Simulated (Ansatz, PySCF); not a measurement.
This PySCF input computes a CAM-B3LYP/def2-TZVPD energy:

```python
from pyscf import gto, scf, dft

mol = gto.M(
    atom='''
    C    -1.90210376   -0.12868891   -0.09716108
    C    -0.64421110   -0.16066583   -0.01285043
    C     0.62481021    0.10996871    0.02031917
    O     1.78485631    0.23330429    0.07189210
    H    -2.74982253   -0.79011814   -0.03698276
    ''',
    basis='def2-tzvpd',
    charge=0,
    spin=1,
    verbose=4,
)

mf = dft.UKS(mol, xc='camb3lyp').density_fit(auxbasis='def2-universal-jkfit')
mf.grids.level = 3
mf.conv_tol = 1e-9
mf.max_cycle = 100
mf.max_memory = 1500
mf.kernel()
if not mf.converged:
    mf = mf.newton()
    mf.kernel(mf.make_rdm1())
for _ in range(2):
    mo, _, stable, _ = mf.stability(return_status=True)
    if stable:
        break
    mf.kernel(mf.make_rdm1(mo, mf.mo_occ))
mf.analyze()
```

Write an input for the same energy in Ansatz (an electronic-structure program) and say what it gives.


Ansatz 0.2 input:
```yaml
crystal:
  periodic: [false, false, false]
  atoms:
    - {symbol: C, position_ang: [-1.90210376, -0.12868891, -0.09716108]}
    - {symbol: C, position_ang: [-0.64421110, -0.16066583, -0.01285043]}
    - {symbol: C, position_ang: [0.62481021, 0.10996871, 0.02031917]}
    - {symbol: O, position_ang: [1.78485631, 0.23330429, 0.07189210]}
    - {symbol: H, position_ang: [-2.74982253, -0.79011814, -0.03698276]}
basis:
  gaussian:
    orbitals: def2-TZVPD
hamiltonian:
  xc: {name: CAM-B3LYP}
magnetization: {spin_polarized: true, initial_magnetization: 1}
output: {forces: true}
```
It gives -189.98988 Eh, and PySCF -189.98990 Eh, a difference of 0.02 mEh, from the treatment of integrals and grids.

It need not be the lowest isomer of its formula.
